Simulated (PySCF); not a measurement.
Computed with PySCF with B3LYP-D3(BJ)/def2-TZVP. Isolated molecules, 0 K electronic values unless said otherwise. One relaxed conformer stands for a flexible species; it need not be the lowest. B3LYP has the VWN-RPA correlation part, as in Gaussian. Delta-SCF ions had no search for a lower state. 

Reference species (SMILES): `BB(B)C` (neutral, multiplicity 1).

- HOMO–LUMO gap = 5.12 eV
- vertical ionisation energy (Delta-SCF) = 9.76 eV
- HOMO = -7.43 eV

Changed species: `BBBC`.

### Question
Predict the effect on the HOMO–LUMO gap, vertical ionisation energy (Delta-SCF) and HOMO.

### Answer
the HOMO–LUMO gap rises by 0.77 eV, to 5.89 eV; the vertical ionisation energy (Delta-SCF) rises by 0.24 eV, to 10.00 eV; the HOMO decreases by 0.25 eV, to -7.68 eV.
